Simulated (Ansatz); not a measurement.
Reaction (isomerisation): `F[SiH2][Si](F)(Cl)Cl` → `F[Si](F)(Cl)[SiH2]Cl`

Calculated with Ansatz (gas phase, PBE0-D4/def2-TZVP geometries, no zero-point term in ΔE). CCSD(T)/CBS is the MP2 limit (def2-TZVPP, def2-QZVPP) plus CCSD(T) − MP2 in def2-TZVPP, frozen cores. One conformer a species, not always the lowest.

```
               species  CCSD(T)/CBS(def2) energy (Eh)
`F[SiH2][Si](F)(Cl)Cl`                    -1698.73366
`F[Si](F)(Cl)[SiH2]Cl`                    -1698.74064
```

(1) Work out ΔE.

(2) What do rigid-rotor, harmonic-oscillator terms from PBE0-D4/def2-TZVP frequencies (298.15 K, 1 bar) make of the CCSD(T)/CBS value? (Best estimate.)

Largest T1 diagnostic among the species: 0.011.

Answers

(1) ΔE = (-1698.74064) − (-1698.73366) = -0.00698 Eh = -18.3 kJ/mol.

(2) The calculation gave: ΔZPE = +0.2 kJ/mol, ΔH = -18.4 kJ/mol, ΔS = -1 J/(mol·K), ΔG = -18.0 kJ/mol. Modes under 50 cm⁻¹ make the entropy rough.

Leaving LDA and LC-ωPBE aside and taking each functional with its dispersion term where it has one, the values, not all of them listed here, spread over 4.4 kJ/mol, from r2SCAN0-D4 to BLYP-D4.
